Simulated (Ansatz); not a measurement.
Geometry optimisation, Ansatz 0.2.0, RKS B3LYP-D4/def2-SVP.

Input file:

```yaml
crystal:
  periodic: [false, false, false]
  atoms:
    - { symbol: B, position_ang: [0.0, 0.0, 0.0] }
    - { symbol: O, position_ang: [0.0, 0.0, 1.76] }
    - { symbol: H, position_ang: [-0.9095, -0.2814, 2.0971] }
    - { symbol: H, position_ang: [1.0305, 0.0, -0.595] }
    - { symbol: F, position_ang: [-1.1431, 0.0, -0.66] }
    - { symbol: F, position_ang: [0.0726, 1.5356, 0.5108] }
    - { symbol: H, position_ang: [0.0505, 1.068, 1.4702] }
basis:
  gaussian: { orbitals: def2-SVP }
hamiltonian:
  xc: b3lyp
  dispersion: d4
relax:
  f_tol: 0.15
  max_steps: 25
  restrain:
    - { distance: [0, 5], at: 1.32, k: 30.0 }
    - { distance: [6, 1], at: 1.01, k: 30.0 }
    - { distance: [0, 1], at: 2.61, k: 30.0 }
    - { distance: [6, 5], at: 2.12, k: 30.0 }
output:
  orbitals: {}
```

Run as:

```bash
$ ansatz run input.yaml --threads 1 --pin off --max-ram 2048MiB --backend cpu --events-out ev --progress --plain --runs-dir out
```

Q: Where does it end, and by what steps?

A: It converged. The restraints hold the end off the free minimum; the threshold counts their pulls, which the force column leaves out. Restrained pairs: B1–F6 (1.62 → 1.33 Å), O2–H7 (1.11 → 0.99 Å), B1–O2 (1.76 → 2.60 Å), F6–H7 (1.07 → 2.12 Å). After 6 steps the energy has fallen by 2.135 eV (the restraints' own energy left out); B1 moved furthest, 0.59 Å.

```tsv
step	energy less start (eV)	largest force component (eV/Å)	accepted
0	0.0000	4.740	yes
1	-0.9643	4.200	yes
2	-1.7491	2.980	yes
3	-2.0618	1.338	yes
4	-2.0951	1.167	yes
5	-2.0419	1.359	no
6	-2.1346	0.834	yes
```

```xyz
7
Properties=species:S:1:pos:R:3
B 0.062 0.410 -0.422
O -0.015 -0.075 2.132
H -0.956 -0.299 2.180
H 1.066 -0.155 -0.748
F -1.132 -0.117 -0.632
F 0.096 1.651 0.044
H -0.020 0.906 2.030
```

The run took 13 s on 1 thread of Intel(R) Xeon(R) 6975P-C (Granite Rapids) (shared host), peak memory 0.16 GiB.
